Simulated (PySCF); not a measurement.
BrGeH₅N₂, SMILES [NH2][GeH]([NH2])[Br]. Geometry: PBE-D3(BJ)/def2-SVP. The structure was generated by enumeration, and PubChem lists no compound with its InChIKey, so it may never have been made. The values are those of a single conformer.

Calculation: PBE-D3(BJ)/def2-SVP (PySCF).

Harmonic wavenumbers (cm⁻¹): 142, 150, 183, 205, 279, 318, 535, 552, 663, 672, 699, 719, 880, 900, 1486, 1491, 2059, 3440, 3448, 3543, 3550. Rotational constants (GHz): 5.323, 1.516, 1.306; symmetry number 1.

Question: Work out the zero-point energy and the ideal-gas rigid-rotor harmonic-oscillator thermochemistry at 298.15 K and 1 atm.

Answer: ZPE = ½ Σ hcν = ½ × 25912 cm⁻¹ = 154.99 kJ/mol. H − E(el) = 176.12 kJ/mol. Entropy in J/(mol K): translation 173.89, rotation 116.37, vibration 64.52, total 354.79. G − E(el) = 70.34 kJ/mol. Cp = 107.63 J/(mol K). Modes under 150 cm⁻¹ make the vibrational entropy uncertain.
